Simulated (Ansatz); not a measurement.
Relaxation of CH4Cl2Si (8 atoms, charge 0, multiplicity 1), to a largest force component of 0.03 eV/Å in at most 50 steps.

These are results of Ansatz 0.2.0, RKS PBE/6-31G*, not measurements.

```xyz
8
Properties=species:S:1:pos:R:3
Si 0.033 0.014 0.193
H 0.036 -0.139 1.645
Cl 2.128 0.166 0.130
C -0.793 1.508 -0.567
H -1.883 1.354 -0.634
H -0.597 2.403 0.048
H -0.398 1.679 -1.582
Cl -0.649 -1.712 -0.733
```

Q: Where does it end, and by what steps?

A: The forces met the threshold. After 6 steps the energy has fallen by 0.162 eV; H2 moved furthest, 0.27 Å.

| step | energy less start (eV) | largest force component (eV/Å) | accepted |
| --- | --- | --- | --- |
| 0 | 0.0000 | 0.833 | yes |
| 1 | -0.1455 | 0.408 | yes |
| 2 | -0.1221 | 0.329 | no |
| 3 | -0.1580 | 0.071 | yes |
| 4 | -0.1611 | 0.040 | yes |
| 5 | -0.1612 | 0.109 | yes |
| 6 | -0.1617 | 0.002 | yes |

```xyz
8
Properties=species:S:1:pos:R:3
Si 0.077 0.017 0.215
H -0.232 -0.174 1.662
Cl 2.139 0.221 0.055
C -0.765 1.502 -0.550
H -1.861 1.400 -0.473
H -0.459 2.423 -0.027
H -0.496 1.598 -1.614
Cl -0.524 -1.714 -0.768
```

Run time: 24 s on 1 thread of Arm Neoverse V1 (shared host), peak memory 0.12 GiB.
